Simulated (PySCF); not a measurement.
Computed IR spectrum (relative IR intensity) of a molecule CH3FO3Si. The structure is a stationary point at PBE-D3(BJ)/def2-SVP. One conformer was computed; it need not be the lowest. All values below come from PBE-D3(BJ)/def2-SVP (PySCF). Frequencies are harmonic and unscaled.

Lines under 2 % of the strongest are left out, and lines within 2 cm⁻¹ are merged.

| ν (cm⁻¹) | relative intensity |
|---|---|
| 279 | 3.6 |
| 295 | 4.5 |
| 383 | 14 |
| 584 | 25 |
| 662 | 11 |
| 717 | 8.3 |
| 786 | 14 |
| 834 | 4.4 |
| 865 | 45 |
| 976 | 86 |
| 997 | 26 |
| 1210 | 100 |
| 1744 | 70 |
| 2302 | 21 |
| 2974 | 15 |
| 3507 | 67 |

Task: Which molecule gave these data?
(A) O=C(O)[Si@H](O)F
(B) O=C[Si](O)(O)F
(C) O=CO[Si@@H](O)F
(D) O[Si]1(F)OCO1

Result: C, O=CO[Si@@H](O)F
